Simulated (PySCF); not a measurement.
C₂H₇FSi₂, SMILES C(=C/[SiH2][SiH3])/F.

The structure is a stationary point at B3LYP-D3(BJ)/def2-SVP. The structure was generated by enumeration; whether it is a known compound was not checked. One conformer was computed; it need not be the lowest.

Calculation: TDDFT-M06-2X/def2-SVPD (PySCF).

Vertical excitations. The molecule is in vacuum.

Computed excitation energies, oscillator strengths and character:
```json
[
 {"state": "S1", "energy (eV)": "6.35", "λ (nm)": "195", "f": "0.261", "main pairs": "HOMO→LUMO 92 %"},
 {"state": "S2", "energy (eV)": "6.76", "λ (nm)": "183", "f": "0.010", "main pairs": "HOMO→LUMO+1 59 %, HOMO→LUMO+2 20 %, HOMO→LUMO+3 9 %"},
 {"state": "S3", "energy (eV)": "6.99", "λ (nm)": "177", "f": "0.017", "main pairs": "HOMO→LUMO+2 40 %, HOMO→LUMO+1 22 %, HOMO−1→LUMO 8 %, HOMO−3→LUMO 6 %"},
 {"state": "S4", "energy (eV)": "7.16", "λ (nm)": "173", "f": "0.090", "main pairs": "HOMO→LUMO+3 56 %, HOMO→LUMO+4 15 %, HOMO→LUMO+1 10 %"},
 {"state": "S5", "energy (eV)": "7.24", "λ (nm)": "171", "f": "0.040", "main pairs": "HOMO−1→LUMO 28 %, HOMO−3→LUMO 22 %, HOMO→LUMO+2 15 %, HOMO−4→LUMO 10 %"},
 {"state": "S6", "energy (eV)": "7.56", "λ (nm)": "164", "f": "0.102", "main pairs": "HOMO→LUMO+4 46 %, HOMO→LUMO+3 10 %, HOMO−1→LUMO+1 9 %, HOMO→LUMO+5 9 %"},
 {"state": "S7", "energy (eV)": "7.65", "λ (nm)": "162", "f": "0.129", "main pairs": "HOMO−1→LUMO 47 %, HOMO−3→LUMO 19 %, HOMO−4→LUMO 10 %"},
 {"state": "S8", "energy (eV)": "7.74", "λ (nm)": "160", "f": "0.017", "main pairs": "HOMO→LUMO+6 52 %, HOMO→LUMO+5 31 %"},
 {"state": "S9", "energy (eV)": "7.91", "λ (nm)": "157", "f": "0.007", "main pairs": "HOMO−1→LUMO+1 24 %, HOMO→LUMO+6 23 %, HOMO→LUMO+5 14 %, HOMO→LUMO+2 9 %"},
 {"state": "S10", "energy (eV)": "8.06", "λ (nm)": "154", "f": "0.112", "main pairs": "HOMO−1→LUMO+2 33 %, HOMO→LUMO+5 12 %, HOMO→LUMO+7 10 %, HOMO−1→LUMO+1 9 %"},
 {"state": "T1", "energy (eV)": "4.43", "λ (nm)": "280", "f": "0", "main pairs": "HOMO→LUMO 68 %, HOMO−1→LUMO 18 %"},
 {"state": "T2", "energy (eV)": "6.28", "λ (nm)": "197", "f": "0", "main pairs": "HOMO−1→LUMO 39 %, HOMO→LUMO 15 %, HOMO→LUMO+2 14 %, HOMO→LUMO+1 6 %"},
 {"state": "T3", "energy (eV)": "6.39", "λ (nm)": "194", "f": "0", "main pairs": "HOMO→LUMO+1 25 %, HOMO→LUMO+2 20 %, HOMO−1→LUMO 13 %, HOMO→LUMO+3 13 %"},
 {"state": "T4", "energy (eV)": "6.55", "λ (nm)": "189", "f": "0", "main pairs": "HOMO→LUMO+3 45 %, HOMO→LUMO+4 15 %, HOMO→LUMO+2 7 %"}
]
```
Triplets are in the Tamm–Dancoff approximation, which puts them higher than full response would, so one can lie above its singlet here.
